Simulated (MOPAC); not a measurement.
MOPAC input (MNDO):

```
MNDO PRECISE GNORM=0.05 LET XYZ CHARGE=-1 GEO-OK AUX(PRECISION=9) THREADS=1
H4ClSi2

Si   -1.97797700 1   -0.16213000 1   -0.39471300 1
Si    0.20433100 1   -0.66023900 1    0.31652900 1
Cl    1.65471100 1    0.90133100 1   -0.07556100 1
H    -2.35721600 1   -1.56712200 1    0.11288700 1
H    -2.31764100 1    0.53405500 1    0.92789600 1
H     0.82426800 1   -1.81919700 1   -0.40917200 1
H     0.55154000 1   -0.95718700 1    1.74749300 1
```

From the output:

```
                                                       MOPAC v23.2.5 Linux

          FINAL HEAT OF FORMATION =        -32.55390 KCAL/MOL =    -136.20552 KJ/MOL

          COSMO AREA              =        130.46 SQUARE ANGSTROMS
          COSMO VOLUME            =        124.40 CUBIC ANGSTROMS

          GRADIENT NORM           =          0.02709          =       0.01024 PER ATOM
          IONIZATION POTENTIAL    =          1.873637 EV
          HOMO LUMO ENERGIES (EV) =         -1.874  5.270
          NO. OF FILLED LEVELS    =         10
          MOLECULAR WEIGHT        =         95.6556         POINT GROUP:  Cs

          MOLECULAR DIMENSIONS (Angstroms)

            Atom       Atom       Distance
            H     5   Cl     3     4.38400
            H     7    H     4     3.54523
            H     6   Cl     3     2.50429

          SCF CALCULATIONS        =         51

   ATOM   CHEMICAL          X               Y               Z
  NUMBER   SYMBOL      (ANGSTROMS)     (ANGSTROMS)     (ANGSTROMS)

     1      Si         -1.76978924  *  -0.31917880  *  -0.04618968  *
     2      Si          0.14253315  *  -0.64615127  *   0.37635075  *
     3      Cl          1.59961914  *   0.86871217  *  -0.21996751  *
     4       H         -2.36133251  *  -0.71552312  *  -1.22876225  *
     5       H         -2.63004557  *   0.34323644  *   0.80631485  *
     6       H          0.75027154  *  -1.74613027  *  -0.21243422  *
     7       H          0.49604173  *  -0.74291836  *   1.71488282  *

                             CARTESIAN COORDINATES

   1   Si       -1.769789239    -0.319178796    -0.046189682
   2   Si        0.142533152    -0.646151274     0.376350752
   3   Cl        1.599619138     0.868712171    -0.219967512
   4    H       -2.361332506    -0.715523116    -1.228762249
   5    H       -2.630045570     0.343236443     0.806314852
   6    H        0.750271537    -1.746130272    -0.212434222
   7    H        0.496041733    -0.742918360     1.714882815

           Empirical Formula: H4 Si2 Cl  =     7 atoms

      MOLECULAR POINT GROUP   :   Cs

                  EIGENVALUES
 -20.11690 -17.54000 -11.04895  -8.65361  -8.64382  -7.95704  -7.41943  -6.40833
  -5.56069  -1.87364   5.26954   6.19959   6.44518   7.03035   7.44715   9.51883

              NET ATOMIC CHARGES AND DIPOLE CONTRIBUTIONS

  ATOM NO.   TYPE          CHARGE      No. of ELECS.   s-Pop       p-Pop
    1         Si          -1.019883        5.0199     1.11794     3.90195
    2         Si           1.689111        2.3109     1.03452     1.27637
    3         Cl          -0.658527        7.6585     1.98913     5.66940
    4          H          -0.064592        1.0646     1.06459
    5          H          -0.064596        1.0646     1.06460
    6          H          -0.440757        1.4408     1.44076
    7          H          -0.440756        1.4408     1.44076
 DIPOLE           X         Y         Z       TOTAL
 POINT-CHG.     4.040    -1.001     1.054     4.294
 HYBRID        -0.299     0.224    -0.156     0.405
 SUM            3.741    -0.777     0.898     3.925

          ATOMIC ORBITAL ELECTRON POPULATIONS

     Atom    s        px        py        pz
    1 Si   1.11794   1.08844   1.71609   1.09742
    2 Si   1.03452   0.47564   0.37196   0.42876
    3 Cl   1.98913   1.85116   1.84762   1.97062
    4  H   1.06459
    5  H   1.06460
    6  H   1.44076
    7  H   1.44076

 **********************
 *                    *
 * JOB ENDED NORMALLY *
 *                    *
 **********************

 == MOPAC DONE ==
```

The dipole moment of an ion depends on the origin.

The geometry given is a B3LYP-D3(BJ)/def2-TZVP minimum.
